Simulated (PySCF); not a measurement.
C₂H₉NOSi₂, SMILES CC(=O)[SiH2][SiH2]N (GFN2-xTB optimised geometry):

```
15

C     -0.612    -3.000    -0.006
C      0.186    -1.726     0.000
O      1.399    -1.726     0.000
Si    -0.751    -0.045     0.000
Si     0.876     1.577     0.169
N      0.002     3.047     0.430
H     -1.256    -3.006    -0.883
H      0.033    -3.876    -0.013
H     -1.251    -3.017     0.874
H     -1.557    -0.075    -1.236
H     -1.761    -0.168     1.064
H      1.732     1.489     1.354
H      1.761     1.616    -1.012
H     -0.744     3.299    -0.198
H      0.519     3.876     0.675
```

Level of theory: B3LYP/def2-TZVP (PySCF).

What are the frontier orbital energies and the dipole moment?

HOMO-2 -8.48 eV, HOMO-1 -7.16 eV, HOMO -6.50 eV, LUMO -1.30 eV, LUMO+1 -0.73 eV; dipole moment 2.48 D.

Meta-Löwdin charges at B3LYP/def2-TZVP: C1 -0.38, C2 0.20, O3 -0.41, Si4 0.31, Si5 0.56, N6 -0.74, H7 0.13, H8 0.13, H9 0.13, H10 -0.09, H11 -0.08, H12 -0.10, H13 -0.13, H14 0.23, H15 0.23.
